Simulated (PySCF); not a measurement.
PySCF input file for C₃H₅, SMILES [CH]1CC1, multiplicity 2, B3LYP-D3(BJ)/def2-TZVP. Geometry: B3LYP-D3(BJ)/def2-TZVP.

```python
import numpy as np
from pyscf import gto, scf, dft, df
from pyscf.hessian import thermo

mol = gto.M(
    atom='''
    C     0.16691183   -0.86763151    0.00000000
    C    -0.03053461    0.36213666    0.76619611
    C    -0.03053460    0.36213666   -0.76619611
    H    -0.34934576   -1.81441040    0.00000001
    H    -0.96645033    0.51255989    1.29576625
    H     0.82359535    0.82471990    1.25074799
    H     0.82359534    0.82471990   -1.25074801
    H    -0.96645033    0.51255988   -1.29576626
    ''',
    basis='def2-TZVP',
    charge=0,
    spin=1,
    max_memory=1600,
    verbose=3,
)
mf = dft.UKS(mol, xc='b3lyp').density_fit(auxbasis='def2-universal-jkfit')
mf.disp = 'd3bj'
mf.grids.level = 3
mf.conv_tol = 1e-11
mf.max_cycle = 100
mf.kernel()
fine, coarse = mf.grids, dft.Grids(mol).set(level=1).build(with_non0tab=True)
for _ in range(3):  # follow internal instabilities
    mf.grids = coarse
    mo, _, stable, _ = mf.stability(return_status=True, nroots=4)
    mf.grids = fine
    if stable:
        break
    mf.kernel(mf.make_rdm1(mo, mf.mo_occ))

# [left out here: the lines that compute and print the analytic Hessian (its translational invariance restored by hand, since the grid's response is missing), thermochemistry and intensities]
```

It prints:

```

WARN: HOMO -0.200132259039744 >= LUMO -0.200132259039741

converged SCF energy = -117.268112375981  <S^2> = 0.75336168  2S+1 = 2.0033589
<class 'pyscf.df.df_jk.DFUKS'> wavefunction is stable in the internal stability analysis

WARN: DFTD3 does not support analytical Hessian, using finite difference


WARN: Mole.unit (angstrom) is changed to Bohr

Mode                                 0                   1                   2
Irrep
Freq [cm^-1]                      558.2785            764.0202            782.9282
Reduced mass [au]                   1.0633              1.2728              1.0764
Force const [Dyne/A]                0.1953              0.4377              0.3887
Char temp [K]                     803.2385           1099.2550           1126.4594
Normal mode                   x     y     z       x     y     z       x     y     z
       0   C                -0.07  0.01 -0.00    0.05 -0.07 -0.00    0.00 -0.00  0.01
       1   C                 0.01  0.01 -0.01    0.01  0.03 -0.07   -0.05  0.02  0.02
       2   C                 0.01  0.01  0.01    0.01  0.03  0.07    0.05 -0.02  0.02
       3   H                 0.71 -0.40  0.00   -0.29  0.11 -0.00    0.00 -0.00 -0.47
       4   H                -0.05  0.21 -0.16   -0.18  0.01 -0.41    0.07  0.45  0.09
       5   H                 0.02 -0.20  0.17   -0.16 -0.07  0.32    0.20 -0.29 -0.12
       6   H                 0.02 -0.20 -0.17   -0.16 -0.07 -0.32   -0.20  0.29 -0.12
       7   H                -0.05  0.21  0.16   -0.18  0.01  0.41   -0.07 -0.45  0.09
Mode                                 3                   4                   5
Irrep
Freq [cm^-1]                      844.3335            929.8999           1024.6486
Reduced mass [au]                   2.5132              2.1973              1.1932
Force const [Dyne/A]                1.0556              1.1194              0.7381
Char temp [K]                    1214.8079           1337.9190           1474.2413
Normal mode                   x     y     z       x     y     z       x     y     z
       0   C                -0.02  0.12 -0.00   -0.00  0.00  0.12   -0.03 -0.00 -0.00
       1   C                 0.03 -0.05  0.13   -0.02 -0.11 -0.08    0.03 -0.06  0.05
       2   C                 0.03 -0.05 -0.13    0.02  0.11 -0.08    0.03 -0.06 -0.05
       3   H                -0.07  0.15 -0.00   -0.00  0.00  0.43    0.01 -0.02  0.00
       4   H                -0.09 -0.15 -0.03    0.05  0.00  0.03   -0.10  0.27 -0.28
       5   H                -0.07 -0.09  0.34    0.09 -0.31 -0.06   -0.12  0.45 -0.18
       6   H                -0.07 -0.09 -0.34   -0.09  0.31 -0.06   -0.12  0.45  0.18
       7   H                -0.09 -0.15  0.03   -0.05 -0.00  0.03   -0.10  0.27  0.28
Mode                                 6                   7                   8
Irrep
Freq [cm^-1]                     1067.4840           1083.9133           1097.1959
Reduced mass [au]                   1.3897              1.5586              1.4690
Force const [Dyne/A]                0.9330              1.0789              1.0420
Char temp [K]                    1535.8718           1559.5100           1578.6205
Normal mode                   x     y     z       x     y     z       x     y     z
       0   C                 0.00  0.00 -0.08    0.00  0.00 -0.13   -0.12 -0.01 -0.00
       1   C                 0.00 -0.08  0.05   -0.02  0.08  0.02    0.06  0.03 -0.04
       2   C                -0.00  0.08  0.05    0.02 -0.08  0.02    0.06  0.03  0.04
       3   H                -0.00  0.00  0.37   -0.00  0.00  0.55    0.16 -0.16  0.00
       4   H                -0.06  0.39 -0.20   -0.02  0.05  0.02    0.01 -0.46  0.01
       5   H                -0.04  0.23 -0.17    0.09 -0.31  0.20   -0.12  0.27  0.06
       6   H                 0.04 -0.23 -0.17   -0.09  0.31  0.20   -0.12  0.27 -0.06
       7   H                 0.06 -0.39 -0.20    0.02 -0.05  0.02    0.01 -0.46 -0.01
Mode                                 9                  10                  11
Irrep
Freq [cm^-1]                     1159.9947           1261.7408           1458.1152
Reduced mass [au]                   1.3499              3.1139              1.0815
Force const [Dyne/A]                1.0702              2.9207              1.3547
Char temp [K]                    1668.9741           1815.3641           2097.9031
Normal mode                   x     y     z       x     y     z       x     y     z
       0   C                -0.00  0.00 -0.05    0.02 -0.17  0.00    0.00  0.00  0.02
       1   C                -0.10  0.01  0.01   -0.01  0.08  0.10   -0.00  0.02  0.05
       2   C                 0.10 -0.01  0.01   -0.01  0.08 -0.10    0.00 -0.02  0.05
       3   H                 0.00 -0.00  0.17   -0.03 -0.18  0.00   -0.00  0.00 -0.03
       4   H                 0.09 -0.15  0.40    0.04  0.10  0.20   -0.25 -0.25 -0.33
       5   H                 0.03  0.15 -0.36   -0.08  0.13  0.20    0.29 -0.14 -0.35
       6   H                -0.03 -0.15 -0.36   -0.08  0.13 -0.20   -0.29  0.14 -0.35
       7   H                -0.09  0.15  0.40    0.04  0.10 -0.20    0.25  0.25 -0.33
Mode                                12                  13                  14
Irrep
Freq [cm^-1]                     1483.6396           3088.6232           3088.8939
Reduced mass [au]                   1.2740              1.0551              1.0485
Force const [Dyne/A]                1.6523              5.9300              5.8943
Char temp [K]                    2134.6270           4443.8411           4444.2306
Normal mode                   x     y     z       x     y     z       x     y     z
       0   C                 0.00 -0.04 -0.00    0.00  0.00 -0.00    0.00  0.00  0.00
       1   C                -0.01  0.06  0.07   -0.00  0.02  0.04   -0.00  0.02  0.04
       2   C                -0.01  0.06 -0.07   -0.00  0.02 -0.04    0.00 -0.02  0.04
       3   H                 0.01 -0.06 -0.00   -0.01 -0.03 -0.00   -0.00 -0.00  0.00
       4   H                -0.24 -0.24 -0.28    0.42 -0.06 -0.22    0.43 -0.06 -0.23
       5   H                 0.29 -0.13 -0.30   -0.38 -0.20 -0.20   -0.40 -0.21 -0.21
       6   H                 0.29 -0.13  0.30   -0.40 -0.21  0.21    0.39  0.20 -0.21
       7   H                -0.24 -0.24  0.28    0.43 -0.06  0.23   -0.42  0.06 -0.22
Mode                                15                  16                  17
Irrep
Freq [cm^-1]                     3149.1839           3162.0827           3221.2958
Reduced mass [au]                   1.1153              1.1140              1.0950
Force const [Dyne/A]                6.5171              6.5629              6.6946
Char temp [K]                    4530.9745           4549.5330           4634.7275
Normal mode                   x     y     z       x     y     z       x     y     z
       0   C                 0.00  0.00 -0.00   -0.00 -0.01  0.00   -0.04 -0.08  0.00
       1   C                -0.07 -0.01  0.00    0.06  0.01 -0.00   -0.01  0.00  0.00
       2   C                 0.07  0.01  0.00    0.06  0.01  0.00   -0.01  0.00 -0.00
       3   H                -0.00 -0.00  0.00    0.04  0.08  0.00    0.44  0.84 -0.00
       4   H                 0.41 -0.07 -0.23   -0.40  0.06  0.23    0.05 -0.01 -0.03
       5   H                 0.37  0.20  0.21   -0.37 -0.20 -0.21    0.02  0.02  0.02
       6   H                -0.37 -0.20  0.21   -0.37 -0.20  0.21    0.02  0.02 -0.02
       7   H                -0.41  0.07 -0.23   -0.40  0.06 -0.23    0.05 -0.01  0.03
temperature 298.1500 [K]
pressure 101325.00 [Pa]
Rotational constants [GHz] 23.93540 20.80475 13.26293
Symmetry number 1
Zero-point energy (ZPE) 0.06658 [Eh]   174811.928 [J/mol]
                           tot       elec      trans        rot        vib
Entropy [J/mol/K]       257.466      5.763    155.083     89.597      7.023
Cv [J/mol/K]             47.357      0.000     12.472     12.472     22.414
Cp [J/mol/K]             55.671      0.000     20.786     12.472     22.414
Internal energy [J/mol]                      3718.434   3718.434 176464.794
Internal energy [Eh]   -117.19807  -117.26811
Enthalpy [J/mol]                             6197.391   3718.434 176464.794
Enthalpy [Eh]          -117.19712
Gibbs free energy [J/mol]                  -40040.465 -22994.974 174370.795
Gibbs free energy [Eh] -117.22636
mode   freq/cm-1   IR/(km/mol)
   1      558.28        26.091
   2      764.02         5.272
   3      782.93         6.460
   4      844.33         6.948
   5      929.90        23.720
   6     1024.65        20.673
   7     1067.48         1.894
   8     1083.91         0.044
   9     1097.20         3.776
  10     1159.99         0.004
  11     1261.74         1.236
  12     1458.12         1.293
  13     1483.64         0.751
  14     3088.62        11.461
  15     3088.89        20.326
  16     3149.18         0.383
  17     3162.08        20.334
  18     3221.30         6.865
max |gradient| / (hartree/bohr): 4.472910072804258e-05
APT charges: [-0.0347 -0.0091 -0.0091  0.0501 -0.0058  0.0072  0.0072 -0.0058]
```

Self-consistency was reached.
